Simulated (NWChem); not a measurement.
Species: C₃H₃Cl; SMILES C=C=CCl

```xyz
7

C      0.3673     2.3110     0.0000
C     -0.1628     1.1163     0.0000
C     -0.7113    -0.0708     0.0000
Cl     0.2053    -1.5444     0.0000
H      0.5983     2.8311    -0.9366
H      0.5983     2.8311     0.9366
H     -1.7946    -0.2203     0.0000
```
Atoms are numbered in this order, from 1.

Computed with NWChem. Pople sets run with spherical d functions. The geometry was optimised at PBE0/def2-SVP. Level: B3LYP/6-31G* with SMD (1 M gas to 1 M solution), gas-phase geometry.

Problem. Order these by “dipole in solution (D)”, lowest first: 1,4-dioxane; ethanol; n-hexane; diethyl ether.

Solution. n-hexane (2.04), 1,4-dioxane (2.09), diethyl ether (2.24), ethanol (2.39)
